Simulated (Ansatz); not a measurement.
CrO2(OH)2 (CrO₄H₂). Total charge 0; singlet. Geometry relaxed at PBE-D4/def2-SVP.

```xyz
7

Cr   -0.327   -0.091    0.198
O    -0.554   -1.449    0.943
O    -1.563    0.858    0.338
O    -0.039   -0.455   -1.494
H    -0.315    0.265   -2.099
O     1.061    0.739    0.876
H     1.739    0.132    1.239
```

The restricted singlet is unstable towards broken spin symmetry at other levels; at PBE-D4/def2-SVP this wasn't settled. The geometry of the singlet was relaxed on an unsound state (restricted singlet, unstable towards broken spin symmetry at other levels and untested here).

Question: Estimate the harmonic wavenumbers at RKS PBE-D4/def2-SVP (Ansatz, unscaled). Is this a minimum?

Answer: 233, 275, 292, 321, 359, 371, 404, 717, 731, 767, 786, 1069, 1108, 3680, 3685 cm⁻¹. Yes, no mode is imaginary beyond noise. Zero-point energy 88.5 kJ/mol. It took 31 s on 4 threads of Arm Neoverse V1 on a shared host.
